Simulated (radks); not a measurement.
All-electron atom: neutral technetium in [Kr] 4d5 5s2. All-electron calculation, Dirac Kohn-Sham, BLYP, spin-unpolarised, spherical densities, finite nucleus; open shells fill j = l - 1/2 first; Fermi nuclear charge, rms radius 4.4112 fm. Program: a radial shooting solver on a logarithmic mesh with Libxc functionals.

Normalised radial functions P(r) = r R(r) (large component), r in bohr:

```
   r/bohr * 4d5/2 (the largest magnitude, 0.799, reaches the edge; | marks zero)
 0.002783                             *
 0.003711                             *
  0.00499                             *
 0.006655                             *
 0.008876                             *
  0.01193                             *
  0.01592                             *
  0.02123                             *
  0.02831                             *
  0.03807                             |*
  0.05077                             |*
  0.06772                             | *
  0.09105                             |   *
   0.1214                             |      *
    0.162                             |         *
   0.2178                             |           *
   0.2904                             |            *
   0.3874                             |       *
   0.5208                            *|
   0.6946                *            |
   0.9265      *                      |
    1.246  *                          |
    1.661    *                        |
    2.216           *                 |
    2.979                  *          |
    3.973                       *     |
      5.3                           * |
    7.125                            *|
    9.503                             *
```

4d5/2: eigenvalue -6.305 eV, 1 radial node at r = 0.505 bohr, <r> = 1.74 bohr, 90 % of the charge inside 2.83 bohr.
